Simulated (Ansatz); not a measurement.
Job for Ansatz (a program for electronic structure): U-CCSD(T)/cc-pVDZ on C2H5B (SMILES BC=C), a point of a bond scan (R = 1.313 Å).

Ansatz 0.2 input:
```yaml
crystal:
  periodic: [false, false, false]
  atoms:
    - {symbol: B, position_ang: [-0.19234175, 0.13481091, 1.34229151]}
    - {symbol: H, position_ang: [-0.53562225, 1.40025038, 1.41841599]}
    - {symbol: H, position_ang: [-0.13703202, -0.51541306, 2.34021942]}
    - {symbol: C, position_ang: [0.12716890, -0.46653708, -0.03328683]}
    - {symbol: C, position_ang: [0.06087359, 0.27672265, -1.14769155]}
    - {symbol: H, position_ang: [0.41541955, -1.50959045, -0.14140796]}
    - {symbol: H, position_ang: [0.28056560, -0.11861991, -2.13457537]}
    - {symbol: H, position_ang: [-0.22108437, 1.32324500, -1.10131893]}
basis:
  gaussian:
    orbitals: cc-pVDZ
correlation: {method: ccsd_t, electrons: outside_noble_gas}
scf: {omitted_lower_state_checks: [cluster_reference]}
magnetization: {spin_polarized: true, initial_magnetization: 0}
```

### Question
Give the final energy of this run.

### Answer
-103.6986 hartree (reference determinant -103.2936, T1 diagnostic 0.018).

### Question
How many basis functions does it have, and what does it roughly cost on one machine?

### Answer
67 functions; around 6 core-seconds (rough).
